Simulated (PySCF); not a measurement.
H2O4S, SMILES O=S(=O)(O)O (connectivity only; charge and spin as stated), charge +1, multiplicity 2. Atoms are numbered in the order given.

```xyz
7

O      0.0000    -1.1569     0.9926
S      0.0000     0.0000    -0.0724
O      1.1818     0.0000    -0.9916
O     -1.1818     0.0000    -0.9916
O      0.0000     1.1569     0.9926
H      0.0000    -2.0576     0.5707
H      0.0000     2.0576     0.5707
```
Charge +1, spin multiplicity 2.

Geometry: PBE-D3(BJ)/def2-SVP. The multiplicity is an assumed one; other spin states were not compared. Other conformers were not sampled.

Calculation: ωB97X/def2-TZVP (PySCF).

ESP charges are fitted to the potential on shells at 1.4 to 2.0 van der Waals radii. Atomic charges (e):

| atom | meta-Löwdin | Mulliken | ESP fit | Löwdin | Mulliken spin |
|---|---|---|---|---|---|
| O1 | (withheld) | -0.27 | -0.26 | -0.04 | 0.02 |
| S2 | (withheld) | 0.92 | 0.75 | 0.61 | -0.12 |
| O3 | (withheld) | -0.11 | -0.09 | -0.01 | 0.55 |
| O4 | (withheld) | -0.11 | -0.09 | -0.01 | 0.55 |
| O5 | (withheld) | -0.27 | -0.26 | -0.04 | 0.02 |
| H6 | (withheld) | 0.43 | 0.48 | 0.25 | 0.00 |
| H7 | (withheld) | 0.43 | 0.48 | 0.25 | 0.00 |

Question: Fill in the missing entries. (An estimate is asked for; the answer gives what the named calculation found.)

Answer: 
- O1, meta-Löwdin: -0.56
- S2, meta-Löwdin: 2.16
- O3, meta-Löwdin: -0.45
- O4, meta-Löwdin: -0.45
- O5, meta-Löwdin: -0.56
- H6, meta-Löwdin: 0.43
- H7, meta-Löwdin: 0.43

Question: Give the Mayer and Wiberg (Löwdin basis) orders of the bonds. (The exact figures need the calculation; the answer reports its results.)

Answer: 
```tsv
bond	Mayer	Wiberg
O1–S2	1.31	1.67
S2–O3	1.64	2.12
S2–O4	1.64	2.12
S2–O5	1.31	1.67
O1–H6	0.79	0.96
O5–H7	0.79	0.96
```
